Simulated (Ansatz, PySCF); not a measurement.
Dissociation curve of BrMg (cation, charge +1), lowest singlet found (which spin is the ground state isn't settled by this scan). Each curve is given relative to its own lowest point between 1.88 and 2.70 Å, where full CI is lowest.

| R / Å | A | B | C | D |
|---|---|---|---|---|
| 1.88 | 165.0 | 169.3 | 170.7 | 187.4 |
| 2.04 | 43.8 | 47.1 | 48.5 | 55.1 |
| 2.18 | 4.7 | 6.1 | 6.8 | 8.6 |
| 2.27 | 0.0 | 0.0 | 0.0 | 0.0 |
| 2.39 | 9.9 | 7.8 | 6.5 | 5.5 |
| 2.49 | 27.4 | 23.5 | 20.8 | 19.7 |
| 2.58 | 47.7 | 42.0 | 37.9 | 37.2 |
| 2.61 | 55.1 | 48.8 | 44.2 | 43.7 |
| 2.70 | 78.7 | 70.5 | 64.3 | 64.3 |
| 2.85 | 120.2 | 108.5 | 99.7 | 100.1 |
| 2.96 | 150.2 | 136.4 | 125.6 | 125.3 |
| 3.09 | 180.0 | 167.4 | 154.3 | 152.3 |
| 3.30 | 202.3 | 203.0 | 191.2 | 187.5 |
| 3.50 | 210.7 | 221.5 | 212.6 | 210.9 |

Energies in kJ/mol.

Problem. Which curve belongs to which method? The methods are Ansatz (a quantum-chemistry and plane-wave program) with full CI/cc-pVDZ, cores with 3d frozen; unrestricted B3LYP/6-31G*, spherical d in PySCF; PySCF with unrestricted M06-2X/6-31G*, spherical d; Ansatz with unrestricted PBE0/cc-pVDZ.

Solution. A is UKS-M06-2X/6-31G*; B is UKS-PBE0; C is UKS-B3LYP/6-31G*; D is FCI.

The scan ran from 1.88 to 8.90 Å; beyond the distances shown full CI changes its symmetry label. The unrestricted determinant behind UKS-M06-2X/6-31G* is spin-contaminated at 2.96 to 3.50 Å (<S²> up to 1.0, against 0.00 for a pure singlet). The unrestricted determinant behind UKS-B3LYP/6-31G* is spin-contaminated at 3.09 to 3.50 Å (<S²> up to 0.8, against 0.00 for a pure singlet). The unrestricted determinant behind UKS-PBE0 is spin-contaminated at 3.09 to 3.50 Å (<S²> up to 0.9, against 0.00 for a pure singlet).
